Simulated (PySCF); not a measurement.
## Dipole response of Au⁺ (gold, charge +1)

[Xe] 4f14 5d10, closed-shell 1S. Calculation: PySCF 2.14, in aug-cc-pVTZ-PP with ECP60MDF; a scalar-relativistic core potential. Coupled (time-dependent) response in atomic units; α is the mean over directions.

```
method  mean α (bohr³)  C₆ (like pair)  S(−4)
   UHF           12.17           88.92  37.78
   PBE           14.11           105.4  58.42
  PBE0           13.43           99.82  49.97
 TPSSh           13.82           103.6  53.87
  PW91           14.08           105.2  58.33
```

S(−4) is the Cauchy moment in α(ω) = α(0) + S(−4) ω² + …

α(iu) at PBE0:

```tsv
u (hartree)	α(iu) (bohr³)
0	13.43
0.0500	13.31
0.100	12.96
0.200	11.85
0.300	10.58
0.500	8.401
0.750	6.468
1.00	5.115
1.50	3.406
2.00	2.417
3.00	1.383
5.00	0.6116
```

A single London oscillator, α(iu) = α/(1 + u²/ω²), gives C₆ = (3/4) ω α². Matching the computed C₆ needs ω = 4 × 99.82 / (3 × 13.43²) = 0.738 hartree.

For an ion, C₆ is the dispersion term alone; charge-induced terms of lower order in 1/R come first.

Energies and moments cover only the electrons outside the core potential. Spin-orbit coupling, which splits the p, d and f shells strongly at this Z, is absent.
